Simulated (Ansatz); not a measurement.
Mulliken charges of GaH4O2Si (`[OH][Ga][O][SiH3]`) radical from ωB97M-V/def2-TZVPP in Ansatz (PBE0-D4/def2-TZVP geometry).

```csv
atom,x (Å),y (Å),z (Å),charge (e)
O1,-1.643,0.383,2.620,-0.402
Ga2,-1.362,-0.486,1.076,0.493
O3,0.029,0.103,0.104,-0.435
Si4,0.804,-0.201,-1.303,0.320
H5,-0.990,1.081,2.743,0.171
H6,0.585,0.917,-2.259,-0.049
H7,2.262,-0.337,-1.046,-0.047
H8,0.315,-1.460,-1.934,-0.050
```

By hand: the dipole of these point charges (1 e Å = 4.8032 D).

Σ q r = (-0.086, -0.274, -0.259) e Å, of length 0.387 e Å = 1.86 D.

How does the dipole of the full density compare? (Estimate.)

Ansatz gave: (-0.021, -0.077, -0.077) e Å, 0.53 D; the point charges give 3.51 times that, at 2° from its direction.

Point charges leave out the atoms' own dipoles, such as those of lone pairs, and Mulliken's split depends on the basis, so the two needn't agree.
